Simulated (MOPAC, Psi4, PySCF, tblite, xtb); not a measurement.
Dimer CH3F ··· H3ClSi (SMILES CF and [SiH3]Cl) at R = 3.93 Å between the centres of mass, closest contact 2.83 Å (a higher rigid-body minimum at GFN2-xTB). Geometry in Å and degrees:

```
C
F 1 1.3892
H 1 1.0908 2 108.81
H 1 1.0908 3 110.12 2 119.19
H 1 1.0908 3 110.12 4 121.62
Cl 5 2.8330 1 166.19 3 70.27
Si 6 2.0663 5 80.64 1 80.83
H 7 1.4758 6 108.48 5 66.30
H 7 1.4758 8 110.44 6 -118.77
H 7 1.4758 8 110.44 9 -122.46
```

GFN2-xTB (tblite); SAPT0/jun-cc-pVDZ, frozen core (Psi4); BLYP/def2-TZVP, counterpoise-corrected (Psi4); BLYP-D3(BJ)/def2-TZVP, counterpoise-corrected (Psi4); PBE/def2-TZVP, counterpoise-corrected (Psi4); PBE-D3(BJ)/def2-TZVP, counterpoise-corrected (Psi4); HF/aug-cc-pVDZ, counterpoise-corrected (Psi4); MP2/aug-cc-pVDZ = Psi4 1.11 with DF-MP2/aug-cc-pVDZ, frozen core, counterpoise-corrected; SCS-MP2/aug-cc-pVDZ = Psi4 with DF-SCS-MP2/aug-cc-pVDZ, frozen core, counterpoise-corrected; PM3, restricted, heats of formation (MOPAC); PM6, restricted, heats of formation (MOPAC); GFN1-xTB (xtb); RKS-B3LYP/6-31G* = restricted B3LYP/6-31G*, spherical d, no counterpoise correction in PySCF; RKS-B3LYP/LANL2DZ = restricted B3LYP/LANL2DZ, with its core potentials past Ne, no counterpoise correction in PySCF 2.14.0; RKS-B3LYP/6-311+G** = restricted B3LYP/6-311+G**, spherical d, no counterpoise correction in PySCF 2.14.0; RKS-M06-2X/6-31G* = restricted M06-2X/6-31G*, spherical d, no counterpoise correction run with PySCF.

Q: What interaction energy does each level give?

A: 
| method | E_int / kJ/mol |
|---|---|
| GFN2-xTB | -7.79 |
| RKS-M06-2X/6-31G* | -7.51 |
| PBE-D3(BJ)/def2-TZVP | -5.81 |
| BLYP-D3(BJ)/def2-TZVP | -4.87 |
| GFN1-xTB | -4.19 |
| RKS-B3LYP/6-31G* | -3.25 |
| MP2/aug-cc-pVDZ | -3.20 |
| RKS-B3LYP/LANL2DZ | -2.35 |
| PM6 | -2.27 |
| SAPT0/jun-cc-pVDZ | -2.24 |
| SCS-MP2/aug-cc-pVDZ | -1.58 |
| PBE/def2-TZVP | -1.49 |
| PM3 | -1.39 |
| RKS-B3LYP/6-311+G** | 0.42 |
| HF/aug-cc-pVDZ | 2.84 |
| BLYP/def2-TZVP | 3.36 |
